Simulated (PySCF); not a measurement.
Species: C₈H₆FN (charge +1 and doublet state).
SMILES with atom numbers: `[CH3:1][C+:2]1[C:3]([F:4])[CH:5]=[CH:6][CH:7]=[C:8]1[C:9]#[N:10]` (hydrogens: H11, H12, H13 on C1; H14 on C5; H15 on C6; H16 on C7)

Cartesian coordinates in Å at the GFN2-xTB level; atoms count from 1:
```
atom  x, y, z in Å
C1    -1.5984    1.4040    0.0462
C2    -0.5959    0.3417   -0.0214
C3    -0.9650   -1.0098   -0.3097
F4    -2.2407   -1.2601   -0.5194
C5    -0.0426   -2.0408   -0.3691
C6     1.2952   -1.7591   -0.1460
C7     1.7131   -0.4457    0.1423
C8     0.7852    0.5792    0.1990
C9     1.2162    1.9012    0.4863
N10    1.5492    2.9678    0.7213
H11   -1.5977    1.8784    1.0372
H12   -1.3338    2.2324   -0.6240
H13   -2.6013    1.0485   -0.1811
H14   -0.3814   -3.0421   -0.5917
H15    2.0310   -2.5486   -0.1964
H16    2.7594   -0.2381    0.3150
```

Level of theory: UKS B3LYP, pcH-1 on C F H N, non-relativistic, mean-field spin-orbit, GIAO (PySCF 2.14.0). Geometry: GFN2-xTB; no solvent, vibrations or thermal averaging. GFN2-xTB frequencies show an imaginary mode (77i cm⁻¹), so this geometry is no minimum at that level. Couplings are sensitive to structure, and on GFN2-xTB geometries they can be far from those on DFT ones, by a factor of two or more for some ions and for spin on atoms past the first row. Stability of the SCF solution: not tested.

Computed for the main isotopes (class means, splittings of 0.05 mT or more): g = 2.0031; F4 19F +69.0 MHz (2.46 mT); H11/H12/H13 1H +68.6 MHz (2.45 mT); H15 1H -18.7 MHz (0.67 mT); H16 1H -14.5 MHz (0.52 mT); H14 1H +4.1 MHz (0.14 mT); 64 first-order lines, 11.13 mT wide. Two of these splittings differ by less than 0.03 mT, so with lines wider than that fewer lines would be seen.

Question: What changes when 1H at H14 is replaced by 2H?

Answer: Only the nuclear moment changes in this model. The ratio of g factors is 0.85744/5.58569 = 0.1535, so a goes from +4.1 to +0.6 MHz (0.022 mT). The spin goes from 1/2 to 1, so the 1:1 doublet becomes a 1:1:1 triplet. The spectrum then has 96 first-order lines over 11.03 mT, counting the new splitting although it is under 0.05 mT.

Question: Where do the 13C satellites of C2 appear, and how strong are they?

Answer: a = +23.1 MHz, or 0.82 mT in magnitude, and I = 1/2, so to first order each main line has two satellites, at ±0.41 mT. The isotope's abundance is about 1.07 %, shared among 2 lines, so each has 0.54 % of the main line's intensity.

Question: Give position and intensity of the satellites from 13C at C8.

Answer: a = -20.9 MHz, or 0.75 mT in magnitude, and I = 1/2, so to first order each main line has two satellites, at ±0.37 mT. The isotope's abundance is about 1.07 %, shared among 2 lines, so each has 0.54 % of the main line's intensity.

Question: Where do the 13C satellites of C5 appear, and how strong are they?

Answer: a = -20.4 MHz, or 0.73 mT in magnitude, and I = 1/2, so to first order each main line has two satellites, at ±0.36 mT. The isotope's abundance is about 1.07 %, shared among 2 lines, so each has 0.54 % of the main line's intensity.

Means are taken over nuclei equivalent by connectivity, which assumes that they swap fast. The three 1H nuclei of mean +68.6 MHz run from -0.9 to 108.1 MHz in the frozen geometry.

The SMILES draws the unpaired electron on C3; the largest computed Mulliken spin population is on C2 (0.38 against 0.24).
